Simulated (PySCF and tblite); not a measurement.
Results of a calculation; reference values are marked as such.
# Conformers and averaged properties: C₄H₉Br, numbered as in [CH3:1][CH2:2][CH2:3][CH2:4][Br:5]

Conformers came from 90 starts (ETKDG and KDG, MMFF94s, GFN2-xTB); geometries are GFN2-xTB. Free energies are B3LYP-D3(BJ)/def2-SVP (IEF-PCM, chloroform) single points with GFN2-xTB rigid-rotor and vibrational terms (modes under about 100 cm⁻¹ blended into free rotors). Symmetry numbers and mirror images are counted. Conformers within 3 kcal/mol (GFN2-xTB free energy) were kept, 10 at most. GIAO shieldings: KT3/pcSseg-1 (IEF-PCM, chloroform). Couplings: B3LYP/6-31G* with pcJ-1 on H (gas phase; spin-dipole term only for pairs with B, N, F, Si or P). Couplings are for ¹H; a prime marks the second kind of pair between the same two sets of atoms. H–H couplings come out 0.1 to 0.9 Hz lower than with pcJ-1 on all atoms. Shifts are against TMS (¹H), TMS (¹³C) at the same level. Programs: PySCF with density fitting and tblite.

Torsions listed: C1–C2–C3–C4, C2–C3–C4–Br5. Of a mirror pair one member is shown.

```tsv
conformer	shape	symmetry	E(GFN2) kcal/mol	E(DFT) kcal/mol	G(298.15 K) kcal/mol	weight %	dipole D
1	179°, 66°	C1 (pair)	0.00	0.00	0.00	40.0	2.34
2	-65°, -63°	C1 (pair)	0.52	0.06	0.19	28.9	2.33
3	180°, 180°	Cs	0.16	0.23	0.46	18.3	2.56
4	66°, 176°	C1 (pair)	0.58	0.73	0.71	12.1	2.55
5	66°, -86°	C1 (pair)	1.71	2.13	2.38	0.7	2.38
```

Weights (%) against temperature:

```tsv
T (K)	1	2	3	4	5	S(mix) cal/mol/K
150	50.4	30.5	15.0	4.1	0.0	3.40
200	45.6	30.3	16.8	7.1	0.1	3.56
250	42.3	29.6	17.8	9.9	0.4	3.68
298.15	40.0	28.9	18.3	12.1	0.7	3.76
400	36.5	27.5	18.8	15.5	1.7	3.89
```

Averaged shifts at 298.15 K. ¹H: 3.85 (H4, 2H), 1.84 (H3, 2H), 1.65 (H2, 2H), 1.03 (H1, 3H) ppm. ¹³C: 48.5 (C4), 41.7 (C3), 27.4 (C2), 16.3 (C1) ppm.

Averaged couplings (Hz): ²J(H1,H1) -13.7, ³J(H1,H2) 7.6, ²J(H2,H2) -13.4, ³J(H2,H3) 8.7, ³J(H2,H3′) 6.1, ²J(H3,H3) -14.2, ³J(H3,H4) 6.4, ³J(H3,H4′) 7.7, ²J(H4,H4) -10.2.

Coordinates of conformer 1 (Å):

```xyz
14

C    -1.952   -0.165    0.000
C    -0.495   -0.567   -0.186
C     0.453    0.572    0.182
C     1.914    0.196    0.022
Br    2.381   -0.119   -1.852
H    -2.609   -0.990   -0.265
H    -2.146    0.111    1.034
H    -2.197    0.685   -0.633
H    -0.274   -1.437    0.438
H    -0.331   -0.852   -1.227
H     0.231    1.446   -0.435
H     0.297    0.853    1.228
H     2.575    0.993    0.360
H     2.151   -0.728    0.549
```

Coordinates of conformer 2 (Å):

```xyz
14

C    -1.489    0.363    0.653
C    -0.802   -0.304   -0.533
C     0.613   -0.789   -0.220
C     1.592    0.324    0.104
Br    1.848    1.535   -1.412
H    -1.476   -0.292    1.522
H    -1.006    1.300    0.917
H    -2.525    0.584    0.407
H    -1.393   -1.167   -0.848
H    -0.768    0.393   -1.373
H     0.585   -1.460    0.644
H     0.991   -1.358   -1.073
H     1.250    0.945    0.930
H     2.580   -0.074    0.333
```

Spin–orbit effects of the heavy atoms on shieldings are missing. At a carbon that bears Br the missing effect is some 10 ppm, beside I tens of ppm. Shifts are unscaled: against experiment ¹³C can be off by 15 ppm or more and ¹H by 0.8 ppm.

Search and properties took 3.7 min on 1 thread of Arm Neoverse V1 (shared host) (rough), launched as `OMP_NUM_THREADS=1 python ens_run.py task.json out`.
